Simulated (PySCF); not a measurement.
**How methods differ on the excitation energy of Co**

Co [Ar] 3d7 4s2 (4F) → Co [Ar] 3d6 4s2 4p1 (high-spin determinant), as a difference of total energies. All numbers are calculated (PySCF 2.14, the non-relativistic Hamiltonian (point nucleus), in aug-cc-pVDZ (7s6p4d2f, 59 functions)). Correlated levels: valence: [Ar] frozen. The calculations carry no spin-orbit coupling.

```json
{"method": "UHF", "excitation energy (eV)": "5.568"}
{"method": "MP2 (valence)", "excitation energy (eV)": "6.942"}
{"method": "SCS-MP2 (valence)", "excitation energy (eV)": "6.993"}
{"method": "CCSD (valence)", "excitation energy (eV)": "6.585"}
{"method": "CCSD(T) (valence)", "excitation energy (eV)": "5.794"}
```

Problem. How much does correlation contribute at CCSD(T) (valence)?

Solution. 5.794 − (5.568) = 0.226 eV, measured against UHF.

The coupled-cluster amplitudes are large for the upper state (T1 above 0.03 or a double amplitude above 0.15), so a single reference is strained.

The determinant of the upper state mixes LS terms, which raises its energy above the lowest term, most at the Hartree-Fock and MP2 levels.
